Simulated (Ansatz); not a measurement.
`CO[Si]Br` + NH₃ → `CO[Si]N` + HBr at 298.15 K and 1 bar (ligand exchange at the Si–Br bond).

Computed with Ansatz on PBE0-D4/def2-TZVP structures; ΔE is electronic, products minus reactants. CCSD(T)/CBS is the MP2 limit (def2-TZVPP, def2-QZVPP) plus CCSD(T) − MP2 in def2-TZVPP, frozen cores. This one scheme is used for every species. For Br outer-core shells are correlated without core-valence functions, which leaves a few kJ/mol of doubt a bond. Scalar relativity is left out up to krypton. One conformer a species, not always the lowest.

```json
{"species": "`CO[Si]Br`", "CCSD(T)/CBS energy (Eh)": "-2977.47730", "H − E (kJ/mol)": "132.2", "S (J/(mol·K))": "333.7"}
{"species": "NH₃", "CCSD(T)/CBS energy (Eh)": "-56.50880", "H − E (kJ/mol)": "100.5", "S (J/(mol·K))": "192.4"}
{"species": "`CO[Si]N`", "CCSD(T)/CBS energy (Eh)": "-460.05109", "H − E (kJ/mol)": "198.6", "S (J/(mol·K))": "314.6"}
{"species": "HBr", "CCSD(T)/CBS energy (Eh)": "-2573.91920", "H − E (kJ/mol)": "24.6", "S (J/(mol·K))": "198.6"}
```

H − E and S are ideal-gas, rigid-rotor, harmonic terms from PBE0-D4/def2-TZVP, for one conformer and one mirror image of each species. 1 Eh = 2625.50 kJ/mol, R = 8.31446 J/(mol·K).

Q: By hand: ΔE, ΔH, ΔS and ΔG.

A: ΔE = (-460.05109) + (-2573.91920) − (-2977.47730) − (-56.50880) = 0.01581 Eh = 41.5 kJ/mol. Δ(H − E) = 198.6 + 24.6 − 132.2 − 100.5 = -9.5, so ΔH = 32.0 kJ/mol. ΔS = 314.6 + 198.6 − 333.7 − 192.4 = -12.9 J/(mol·K). ΔG = 32.0 − 298.15 × (-12.9)/1000 = 35.8 kJ/mol.

Q: By hand: the equilibrium constant, and the temperature at which ΔG would vanish if ΔH and ΔS stayed fixed.

A: log₁₀ K = −ΔG/(RT ln 10) = -6.3. ΔH and −TΔS have one sign here, so there is no such temperature.

The number of gas molecules stays the same, so ΔS is small and ΔH decides. A doubt of 5 kJ/mol in ΔE shifts log₁₀ K by 0.9 here. Other conformers and mirror images would add mixing entropy, several J/(mol·K) or more a flexible species. These are equilibria of isolated gas molecules and say nothing of rates. Largest T1 diagnostic: 0.013 (customary marks: 0.02 for closed shells, 0.045 for open ones).

ΔS is within the doubt of such terms, so its sign, and with it that verdict, could turn.
